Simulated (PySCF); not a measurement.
# Fluorine: a sound run and one with changed settings

Sound run: F⁺ [He] 2s2 2p4, F²⁺ [He] 2s2 2p3. Calculation: PySCF 2.14, in aug-cc-pVDZ (4s3p2d, 23 functions); no relativity, point nucleus. In the sound run the correlated levels freeze 1s2. The sound run starts from symmetry-adapted Hartree-Fock orbitals and uses a fine grid where one is needed.

Changed run: initial guess minao, at most 50 SCF cycles, level shift 0.5 hartree.

```
species   method  sound run (hartree)  changed run (hartree)  converged
     F⁺      UHF            -98.80167              -98.80167        yes
     F⁺      LDA            -98.41342              -98.41342        yes
     F⁺   M06-2X            -99.06048              -99.06048        yes
     F⁺      MP2            -98.90483              -98.89014        yes
     F⁺  CCSD(T)            -98.92111              -98.92111        yes
    F²⁺      UHF            -97.57598              -97.57598        yes
    F²⁺      LDA            -97.11648              -97.11648        yes
    F²⁺   M06-2X            -97.77238              -97.77238        yes
    F²⁺      MP2            -97.64639              -97.63688        yes
    F²⁺  CCSD(T)            -97.66139              -97.66139        yes
```

Ionisation energy of F⁺:

```json
{"method": "UHF", "sound run (eV)": "33.353", "changed run (eV)": "33.353"}
{"method": "LDA", "sound run (eV)": "35.292", "changed run (eV)": "35.292"}
{"method": "M06-2X", "sound run (eV)": "35.051", "changed run (eV)": "35.051"}
{"method": "MP2", "sound run (eV)": "34.244", "changed run (eV)": "34.103"}
{"method": "SCS-MP2", "sound run (eV)": "34.249", "changed run (eV)": "34.112"}
{"method": "CCSD", "sound run (eV)": "34.259", "changed run (eV)": "34.259"}
{"method": "CCSD(T)", "sound run (eV)": "34.279", "changed run (eV)": "34.279"}
```

A level shift leaves the converged SCF energy unchanged but raises the virtual orbital energies, which shrinks MP2 if it is not removed.

For comparison, NIST gives 34.971 eV between the lowest levels.
